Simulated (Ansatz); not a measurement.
The cluster CuBr2⁻. Charge -1, multiplicity 1. Geometry PBE-D4/def2-TZVPD, basis def2-TZVPD, Ansatz.

Cartesian coordinates in Å:
```
Cu -0.001 0.000 0.001
Br 1.982 0.322 1.056
Br -1.982 -0.322 -1.057
```

```csv
run,HOMO (eV),LUMO (eV)
A,-1.00,3.08
B,-5.71,4.27
C,-2.47,3.17
D,-1.18,2.70
E,-4.82,4.21
F,-0.79,2.65
```

The structure comes from a short search, and lower isomers may exist.

Question: The runs used B97M-V, HF, PBE0, r2SCAN, revPBE, ωB97X-V. Estimate which is which.

Answer: A r2SCAN (0 % exact exchange); B HF (100 % exact exchange); C PBE0 (25 % exact exchange); D B97M-V (0 % exact exchange); E ωB97X-V (range-separated); F revPBE (0 % exact exchange). Exact exchange lowers occupied and raises empty levels; among semilocal functionals meta-GGAs tend to open the gap a little, and such runs are hard to tell apart. The gap grows from 3.43 eV (revPBE) to 9.98 eV (HF).
